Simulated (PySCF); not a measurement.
# Input and output

[Nd(H2O)2]3+ (singlet in the valence; each metal's 4f electrons, 3 of them, lie in its core potential, out of spins and levels). PySCF 2.14.0, RKS revPBE, Nd lcecp-1-SVP with ECP49, O def2-SVP, H def2-SVP; non-relativistic Hamiltonian with scalar-relativistic core potentials where named; density fitting; no spin-orbit coupling. Purpose: level revPBE.

```python
mol = gto.M(atom='''
Nd     0.15380     1.05222    -0.00642
O      0.06717    -0.17372     1.92820
H      0.11284     0.16781     2.87361
H     -0.02904    -1.16504     2.06015
O     -0.08756    -0.17407    -1.92753
H      0.05714    -1.15519    -2.08902
H     -0.35495     0.15938    -2.83897''',
    basis={'Nd': 'lcecp-1-SVP', 'O': 'def2-SVP', 'H': 'def2-SVP'},
    ecp={'Nd': 'lcecp-1-SVP'},
    charge=3, spin=0)
mf = dft.RKS(mol, xc='PBE_R,PBE')
mf.grids.atom_grid = (75, 302)  # f atoms: unpruned, at least (60, 302)
mf = mf.density_fit()  # fitting sets: Nd AutoAux, O def2-universal-JKFIT, H def2-universal-JKFIT
mf.conv_tol = 1e-08; mf.max_cycle = 55
mf.kernel(dm0)  # dm0: converged density of the relaxed state
mf.nuc_grad_method().kernel()
```

Run from Python with OMP_NUM_THREADS=2; the lines above give its settings. Where DIIS fails, smearing, a level shift and second-order steps follow.
It took 3 s on 2 threads of Arm Neoverse V2, with other jobs on the host, from an already converged density.

(1) Where do the frontier levels lie, over both spins?

(2) What are the Mulliken charges and spins?

(3) What forces act on the atoms (eV/Å)?

The geometry was relaxed with BP86 (Nd lcecp-1-SVP with ECP49, O def2-SVP, H def2-SVP).

An lcecp potential fixes the number of 4f electrons, so in runs with it no electron can move into or out of that shell.

Answers

(1) HOMO -24.37 eV, LUMO -19.42 eV. The 4f levels lie in the core potential and are missing.

(2) 
```json
{"atom": "Nd1", "charge (e)": "2.156", "spin (e)": "0.000"}
{"atom": "O2", "charge (e)": "-0.252", "spin (e)": "0.000"}
{"atom": "H3", "charge (e)": "0.339", "spin (e)": "0.000"}
{"atom": "H4", "charge (e)": "0.335", "spin (e)": "0.000"}
{"atom": "O5", "charge (e)": "-0.253", "spin (e)": "0.000"}
{"atom": "H6", "charge (e)": "0.335", "spin (e)": "0.000"}
{"atom": "H7", "charge (e)": "0.339", "spin (e)": "0.000"}
```
The spin of the 4f electrons in the core isn't counted.

(3) 
```
Nd   0.02  0.16  0.00
O   -0.01 -0.12  0.19
H    0.00 -0.03 -0.07
H    0.00  0.07  0.00
O   -0.02 -0.11 -0.20
H   -0.02  0.07  0.01
H    0.03 -0.03  0.08
```
Forces carry noise of the integration grid, about 0.01 to 0.03 eV/Å.
